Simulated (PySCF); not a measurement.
**Computed structure and properties of Pb(NH2)4**

System: Pb(NH2)4 (singlet); start: displaced along the imaginary mode (C1). Method: PySCF 2.14.0, RKS B3LYP, Pb def2-SVP with ECP60, N def2-SVP, H def2-SVP; non-relativistic Hamiltonian with scalar-relativistic core potentials where named; density fitting; no spin-orbit coupling.

Input of the relaxation:

```python
mol = gto.M(atom='''
Pb     0.00408    -0.00518    -0.00011
N     -0.21010    -1.30277     1.73766
H      0.13317    -0.75373     2.53283
H      0.46364    -2.06870     1.63278
N     -0.20678    -1.30341    -1.73860
H      0.46003    -2.07567    -1.63504
H      0.14632    -0.75546    -2.53057
N      1.76924     1.19128    -0.03572
H      2.70195     0.79569     0.18376
H      1.74778     2.20484     0.19423
N     -1.54032     1.42520     0.04471
H     -1.36744     2.42264    -0.25000
H     -2.51620     1.15664    -0.21760''',
    basis={'Pb': 'def2-SVP', 'N': 'def2-SVP', 'H': 'def2-SVP'},
    ecp={'Pb': 'def2-SVP'},
    charge=0, spin=0)
mf = dft.RKS(mol, xc='B3LYP')
mf.grids.atom_grid = (50, 194)
mf = mf.density_fit()  # fitting sets: Pb def2-universal-JKFIT, N def2-universal-JKFIT, H def2-universal-JKFIT
mf.conv_tol = 1e-08; mf.max_cycle = 55
mf.kernel(dm0)  # dm0: converged density of the start geometry
# quasi-Newton relaxation in Cartesian coordinates to a largest gradient under 0.00045 Eh/bohr, steps kept in the point group
```

Run from Python with OMP_NUM_THREADS=2; the lines above give its settings. Where DIIS fails, smearing, a level shift and second-order steps follow.
It took 4.9 min on 2 threads of Intel(R) Xeon(R) Platinum 8375C CPU @ 2.90GHz (Ice Lake), with other jobs on the host, from the converged density of the start.

Course of the relaxation:

```csv
step,energy above end (eV),largest force component within the symmetry (eV/Å)
0,0.3723,1.544
1,0.1892,0.633
2,0.1212,1.226
3,0.0728,0.645
4,0.0617,0.396
5,0.0539,0.200
6,0.0493,0.146
7,0.0451,0.199
28,0.0007,0.036
29,0.0005,0.041
30,0.0003,0.025
31,0.0002,0.030
32,0.0001,0.035
33,0.0000,0.014
```
(The steps between are left out.)

Relaxed geometry (C1, nearly Cs):

```xyz
13

Pb    0.0713    0.0811   -0.0587
N    -0.1295   -1.3391    1.5981
H    -0.4123   -0.7879    2.4160
H     0.8105   -1.6808    1.8249
N    -0.1718   -1.0468   -1.9050
H    -0.1446   -2.0416   -1.6607
H     0.6549   -0.8737   -2.4853
N     1.8912    1.2876   -0.2387
H     2.6810    0.7004    0.0487
H     1.8267    2.0156    0.4804
N    -1.5252    1.5235    0.2521
H    -1.5657    2.1025   -0.5932
H    -2.4011    0.9906    0.2398
```

| contact | Å |
| --- | --- |
| Pb1–N2 (NH2) | 2.191 |
| Pb1–N5 (NH2) | 2.177 |
| Pb1–N8 (NH2) | 2.191 |
| Pb1–N11 (NH2) | 2.174 |

On the finer grid (75, 302):

```yaml
HOMO: -6.47 eV
LUMO: -1.78 eV
Dipole_about_the_centre_of_mass: 2.07 D
Set_of_Mulliken_populations_of_Pb1_outside_the_core_potential: s 3.35, p 7.72, d 10.26
D3_BJ_dispersion_energy_not_in_the_energies: -0.477 eV
```

| atom | Mulliken (e) | Löwdin (e) | spin (e) |
| --- | --- | --- | --- |
| Pb1 | 0.67 | 0.61 | 0.00 |
| N2 | -0.40 | -0.27 | 0.00 |
| H3 | 0.12 | 0.06 | 0.00 |
| H4 | 0.11 | 0.05 | 0.00 |
| N5 | -0.40 | -0.27 | 0.00 |
| H6 | 0.12 | 0.06 | 0.00 |
| H7 | 0.12 | 0.06 | 0.00 |
| N8 | -0.40 | -0.27 | 0.00 |
| H9 | 0.11 | 0.05 | 0.00 |
| H10 | 0.12 | 0.06 | 0.00 |
| N11 | -0.40 | -0.27 | 0.00 |
| H12 | 0.12 | 0.06 | 0.00 |
| H13 | 0.12 | 0.06 | 0.00 |

No frequency check is given for this geometry.

Taking off one NH2 (charge -1, singlet; the rest: singlet) in vacuum, both parts rigid, costs 10.56 eV; the small basis without counterpoise inflates it. Most of it is the attraction of opposite charges; other ways to part are cheaper, and one spin state was tried for the rest.

Rigid scan of NH2 along the line from its metal:

| distance to N2 (Å) | energy (eV) |
| --- | --- |
| 1.89 | 0.936 |
| 1.99 | 0.354 |
| 2.09 | 0.076 |
| 2.19 | 0.000 |
| 2.29 | 0.056 |
| 2.39 | 0.195 |
| 2.59 | 0.599 |
| 2.89 | 1.269 |
| 3.29 | 2.028 |
| 3.79 | 2.700 |

One start shape was tried, so this needn't be the lowest isomer.
